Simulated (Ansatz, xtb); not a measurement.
## Relative energy of two isomers of C5H5FO

Structure X: `C=C(F)C(=C)C=O`, a singlet. Structure Y: `C=C/C(F)=C/C=O`, a singlet. Both are isolated molecules in the gas phase, relaxed with PBE0-D3(BJ)/def2-SVP, each in the lowest conformer that the search found.

X (Å):

```xyz
12

C     0.9037   -0.2895   -1.8860
C    -0.2240   -0.5475   -1.2231
C    -0.3710   -1.2053    0.0783
C    -1.5824   -1.4024    0.6324
C     0.8038   -1.6869    0.8511
F    -1.4021   -0.1881   -1.7549
O     1.9608   -1.6058    0.5296
H     0.8577    0.2112   -2.8542
H     1.8578   -0.5821   -1.4522
H    -1.6691   -1.8955    1.6047
H    -2.4983   -1.0807    0.1345
H     0.5108   -2.1633    1.8214
```

Y (Å):

```xyz
12

C    -1.8935    0.5699   -2.2891
C    -1.1362   -0.1099   -1.4185
C     0.0305    0.4535   -0.7675
C     0.8251   -0.1864    0.1161
C     1.9937    0.4235    0.7485
F     0.2992    1.7135   -1.1036
O     2.7003   -0.1564    1.5401
H    -2.7651    0.1089   -2.7579
H    -1.6586    1.6037   -2.5529
H    -1.3691   -1.1444   -1.1529
H     0.5916   -1.2193    0.3820
H     2.2017    1.4799    0.4522
```

Task: Estimate which is lower in electronic energy at CCSD(T)/def2-SVP + ΔMP2/def2-TZVPP, and by roughly how much.

Result: CCSD(T)/def2-SVP + ΔMP2/def2-TZVPP gives E(Y) − E(X) = −0.69 kcal/mol, slightly favouring structure Y, which is too small a margin to settle the true order.

The same difference at several levels:

```csv
level,geometry,E(Y) − E(X) (kcal/mol),departure from the last row (kcal/mol),"job, with rough time for the two"
GFN2-xTB,GFN2-xTB,−2.30,−1.62,"optimisation, 0.11 s"
HF/STO-3G,GFN2-xTB,−2.81,−2.13,"single point, 0.36 s"
r2SCAN-D4/def2-SVP,GFN2-xTB,−2.68,−2.00,"single point, 2.7 s"
PBE0-D3(BJ)/def2-SVP,PBE0-D3(BJ)/def2-SVP,−1.79,−1.10,"optimisation, 22 s"
HF/def2-SVP,PBE0-D3(BJ)/def2-SVP,−2.41,−1.73,part of the CCSD(T) run
MP2/def2-SVP,PBE0-D3(BJ)/def2-SVP,−1.13,−0.45,part of the CCSD(T) run
CCSD(T)/def2-SVP,PBE0-D3(BJ)/def2-SVP,−0.83,−0.14,single point
CCSD(T)/def2-SVP + ΔMP2/def2-TZVPP,PBE0-D3(BJ)/def2-SVP,−0.69,,"single point, 36 s"
```

As drawn, both hold the same kinds of bond in the same numbers.

The largest departure from CCSD(T)/def2-SVP + ΔMP2/def2-TZVPP is that of HF/STO-3G, 2.13 kcal/mol. The last row adds to CCSD(T) the change of the MP2 difference between the two basis sets, here +0.14 kcal/mol.

With thermal terms from frequencies at re-optimised GFN2-xTB minima (ideal gas, soft modes damped towards free rotors, one conformer each, 298.15 K, 1 atm): the zero-point term adds +0.21 kcal/mol; ΔH is −0.41 and ΔG −0.61 kcal/mol.

The correlated steps freeze 7 core orbitals. Run with Ansatz 0.2.0, xtb 6.7.1; the last row on 2 threads of Intel(R) Xeon(R) 6975P-C (Granite Rapids) on a shared host.
